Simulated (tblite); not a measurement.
Compound: C5H15B2N.
SMILES with atom numbers: `[BH2:1][C@@H:2]1[CH2:3][CH2:4][BH2-:5][N+:6]1([CH3:7])[CH3:8]` (hydrogens: H9, H10 on B1; H11 on C2; H12, H13 on C3; H14, H15 on C4; H16, H17 on B5; H18, H19, H20 on C7; H21, H22, H23 on C8)

Cartesian coordinates in Å at the GFN2-xTB level; atoms count from 1:
```
atom  x, y, z in Å
B1     0.6089    2.2342    0.2922
C2     0.6479    0.6711    0.3604
C3     1.6345    0.0165   -0.6381
C4     1.2932   -1.4823   -0.6646
B5    -0.0800   -1.6598    0.2082
N6    -0.6114   -0.1023    0.2263
C7    -1.2964    0.1995   -1.0268
C8    -1.5165    0.1559    1.3388
H9    -0.3731    2.8559    0.1627
H10    1.6260    2.8017    0.3835
H11    1.0386    0.3943    1.3495
H12    1.5214    0.4702   -1.6255
H13    2.6576    0.2088   -0.3152
H14    1.1938   -1.8182   -1.6980
H15    2.1157   -2.0567   -0.2394
H16   -0.9280   -2.3339   -0.2869
H17    0.1315   -1.9520    1.3473
H18   -1.5591    1.2572   -1.0918
H19   -2.2032   -0.3983   -1.0891
H20   -0.6595   -0.0663   -1.8643
H21   -2.3736   -0.5114    1.2641
H22   -1.8635    1.1921    1.3374
H23   -1.0094   -0.0492    2.2795
```

Level: GFN2-xTB in tblite, geometry and Hessian alike; calculated harmonic values, unscaled, isolated species. Against measured fundamentals such values can be off by several per cent, at times by over 20. Modes of hydrogen on boron can be 10 to 20 % off. One conformer, not necessarily the lowest.

Harmonic wavenumbers (cm⁻¹): 95.6, 134.1, 171.1, 227.4, 242.6, 265.0, 296.6, 317.3, 358.8, 432.3, 470.9, 523.9, 559.9, 643.8, 716.8, 773.8, 804.3, 837.1, 861.6, 891.1, 929.5, 981.1, 1000.5, 1031.1, 1037.6, 1054.0, 1073.6, 1084.1, 1086.7, 1119.1, 1166.6, 1191.0, 1212.1, 1223.2, 1229.3, 1253.4, 1258.5, 1266.7, 1308.1, 1321.0, 1404.9, 1424.8, 1465.0, 1477.4, 1478.6, 1492.4, 1512.4, 1533.8, 2415.5, 2457.8, 2643.1, 2681.6, 2888.2, 2949.3, 2970.3, 2977.8, 2983.7, 2992.1, 3009.3, 3025.4, 3034.6, 3036.6, 3071.3.

A = 2485, B = 2175, C = 1565 MHz; mass 111.139 u (most abundant isotopes); point group C1, symmetry number 1.

Problem. What is the zero-point energy?

Solution. Half the sum of the wavenumbers: 43689 cm⁻¹ = 522.63 kJ/mol.

Problem. Entropy at 298.15 K, 1 bar (ideal gas, RRHO, classical rotation)?

Solution. Translation 167.61, rotation 117.29, vibration 98.85: S = 383.7 J/(mol K).

Problem. And Cp and H(298.15 K) − H(0)?

Solution. Cp = 165.34 J/(mol K), of which vibrations give 132.09 (their classical limit is 63 R = 523.8); H(298.15 K) − H(0) = 27.50 kJ/mol without the zero-point energy, 17.59 from vibrations.

Problem. How do the functions run with temperature in this model?

Solution. 
| T (K) | S (J/(mol K)) | Cp (J/(mol K)) | H − H(0) (kJ/mol) | G − H(0) (kJ/mol) | ln q(vib) |
| --- | --- | --- | --- | --- | --- |
| 150 | 298.9 | 92.1 | 8.61 | -36.24 | 1.54 |
| 250 | 356.9 | 140.0 | 20.16 | -69.07 | 3.67 |
| 400 | 439.9 | 218.6 | 47.09 | -128.86 | 7.30 |
| 600 | 545.5 | 303.5 | 99.79 | -227.53 | 12.55 |
| 900 | 685.7 | 386.7 | 204.36 | -412.80 | 20.48 |

q(vib) and H(0) count from the zero-point level.

Problem. Blend soft modes into free rotors: weight 1/[1 + (100 cm⁻¹/ν̃)⁴] for the oscillator and the rest for a rotor with moment μB/(μ + B), μ = h/(8π²ν), B = 10⁻⁴⁴ kg m². What vibrational entropy results?

Solution. 97.15 J/(mol K) in place of 98.85, which changes −T·S at 298.15 K by +0.51 kJ/mol.

Problem. Which modes carry the vibrational entropy at 298.15 K?

Solution. 95.6 cm⁻¹: 14.82; 134.1 cm⁻¹: 12.08; 171.1 cm⁻¹: 10.14; 227.4 cm⁻¹: 7.95; 242.6 cm⁻¹: 7.46; 265.0 cm⁻¹: 6.81 J/(mol K); the other 57 give 39.59 together.

Problem. What must be added to the electronic energy to get the Gibbs energy at 298.15 K and 1 bar?

Solution. ZPE + [H(298.15 K) − H(0)] − T·S = 522.63 + 27.50 − 114.41 = 435.72 kJ/mol.

Hindered rotation and anharmonicity are outside this model. Other conformers, if any are populated, would add a mixing term that is left out. The structure is chiral; the term R ln 2 for an equal mix with its mirror image is left out.
